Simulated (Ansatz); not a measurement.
Basis-set extrapolation for CH₅BN₂ (`B1NCN1`) (PBE0-D4/def2-TZVP geometry, frozen core, Ansatz). Multiplicity 1, RHF reference.

```json
{"": "HF", "def2-TZVPP": "-174.452527", "def2-QZVPP": "-174.461136"}
{"": "MP2 correlation", "def2-TZVPP": "-0.681784", "def2-QZVPP": "-0.728430"}
{"": "CCSD(T) correlation", "def2-TZVPP": "-0.737354", "def2-QZVPP": "not run"}
```

Energies in hartree. Use E(X) = E(∞) + A·exp(−7.88·√X) for Hartree–Fock and E(X) = E(∞) + B·X^(−2.97) for correlation, with X = 3 and 4, and add CCSD(T) minus MP2 of the smaller set to the MP2 limit.

Task: What is the CCSD(T) energy at the basis-set limit?

Result: HF limit: -174.461136 + (-0.008609) × 0.13774 = -174.46232. MP2 limit: -0.728430 + (-0.046646) × 0.74074 = -0.76298. Higher-order term: -0.737354 − (-0.681784) = -0.05557. Total: -175.28087 hartree, 57.1 kcal/mol below CCSD(T)/def2-TZVPP.
